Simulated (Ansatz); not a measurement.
Calculated with Ansatz (gas phase, PBE0-D4/def2-TZVP geometries, no zero-point term in ΔE). CBS: MP2 limit from def2 TZ/QZ plus the TZ coupled-cluster correction, frozen cores. DFT in def2-TZVPP. Each species was taken in one conformer, which may not be the lowest.

Consider the redistribution: `CN[SiH2]NC` + `O=CB(F)F` → `CN[SiH2]C=O` + `CNB(F)F`.

Problem. Is it downhill or uphill in electronic energy at CCSD(T)/CBS, and by how much? (An estimate is asked.)

Solution. Ansatz gave: Downhill: ΔE = -60.3 kJ/mol.

Problem. What do these levels give: r2SCAN-D4, r2SCAN, HF/def2-TZVPP, MP2/def2-TZVPP, MP2/def2-QZVPP, CCSD/CBS(def2)? (Best estimate.)

Solution. Computed: r2SCAN-D4 -66.9, r2SCAN -67.4, HF/def2-TZVPP -64.1, MP2/def2-TZVPP -57.6, MP2/def2-QZVPP -57.8, CCSD/CBS(def2) -60.7 kJ/mol.

Largest T1 diagnostic among the species: 0.015.

In def2-TZVPP, CCSD(T) changes the Hartree–Fock value by +4.7 kJ/mol (the triples alone add +0.5 kJ/mol) and MP2 by +6.5 kJ/mol.
